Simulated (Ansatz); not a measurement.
CH4BBrO2, SMILES `COB(O)Br` at its PBE0-D4/def2-TZVP geometry, where that method's forces vanish. The species carries charge 0 and has multiplicity 1.

```xyz
9

C     0.0038    0.4658    1.3028
O     0.0280    0.5463   -0.1072
B    -0.0116   -0.4817   -0.9747
O     0.0263   -0.2577   -2.3067
Br   -0.1250   -2.3327   -0.4140
H    -0.8139    1.0878    1.6699
H     0.9473    0.8511    1.6934
H    -0.1376   -0.5613    1.6429
H     0.0827    0.6822   -2.5065
```

Q: What forces (eV/Å) does ωB97M-V/def2-TZVPP give on these atoms in Ansatz 0.2.0? (Best estimate.)

A: Ansatz gave: 
```
C1  -0.006 -0.020  0.355
O2   0.008  0.114 -0.171
B3  -0.005 -0.072  0.048
O4   0.008  0.077 -0.172
Br5 -0.002 -0.059  0.013
H6   0.075 -0.060 -0.028
H7  -0.087 -0.038 -0.031
H8   0.012  0.110 -0.019
H9  -0.003 -0.051  0.006
```
